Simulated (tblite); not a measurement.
A tight-binding relaxation on `C#C[SiH]1P[SiH2]P1`.

Computed with GFN2-xTB geometry optimisation, gas phase (tblite 0.8.0). Start geometry: from a force field or distance geometry. The command runs a driver script over a list of jobs; the input below is this job's line of settings and its coordinates in Å.

Command:
```bash
OMP_NUM_THREADS=1 python probes_run.py task.json out
```

Input:
```
{"job": {"kind": "relax", "xc": "GFN2-xTB", "basis": "xTB"}, "charge": 0, "multiplicity": 1}
C      3.232600     0.628300     0.600500
C      2.171200     0.078000     0.409000
Si     0.567000    -0.778200     0.139700
P     -1.034000     0.143500     1.359700
Si    -2.207400    -0.437800    -0.406800
P     -0.448400     0.019800    -1.667400
H      4.154100     1.131000     0.759500
H      0.566200    -2.249800     0.197400
H     -0.784300     1.474100     1.001000
H     -3.337700     0.486400    -0.664200
H     -2.538500    -1.881400    -0.424900
H     -0.339600     1.385400    -1.329500
```

Output:
```
step      E/eV     max force
  0    -427.99367    2.327
  1    -428.13501    1.918
  2    -428.13860    4.264
  3    -428.25430    0.670
  4    -428.27712    0.537
  5    -428.31613    0.753
  6    -428.32997    0.369
  7    -428.34544    0.307
  8    -428.35758    0.417
  9    -428.36508    0.353
... (61 lines left out)
 71    -428.52841    0.076
 72    -428.52870    0.074
 73    -428.52891    0.040
 74    -428.52901    0.029
 75    -428.52907    0.026
 76    -428.52914    0.041
 77    -428.52922    0.046
 78    -428.52929    0.031
 79    -428.52932    0.013
 80    -428.52934    0.007
```

«max force» is the largest atomic force in eV/Å.

Q: From which step on does the largest force stay under 0.1 eV/Å, and how much energy is left to gain from there?

A: From step 66 (0.060 eV/Å), 1.9 meV above the end.

Main results: energy lowered by 12.4 kcal/mol over 80 steps; largest atomic force 0.007 eV/Å at the end.

Q: Give the final coordinates.

A: 0.828 Å rms from the input after alignment:
```
atom  x, y, z in Å
C1     2.8776    1.0619    0.5123
C2     2.0279    0.2204    0.3809
Si3    0.6563   -1.0002    0.1637
P4    -1.1174   -0.5805    1.5325
Si5   -2.1586   -0.0754   -0.4170
P6    -0.4727   -0.7072   -1.7944
H7     3.6334    1.7852    0.6303
H8     1.1334   -2.3768    0.3095
H9    -0.7518    0.7152    1.8453
H10   -2.5144    1.3376   -0.5400
H11   -3.3145   -0.9482   -0.6078
H12    0.0019    0.5672   -2.0414
```

Time: 1.1 s wall. Hardware: Arm Neoverse N1, one thread (shared host).
Labels such as C1 count atoms from 1, the log's own numbers from 0.
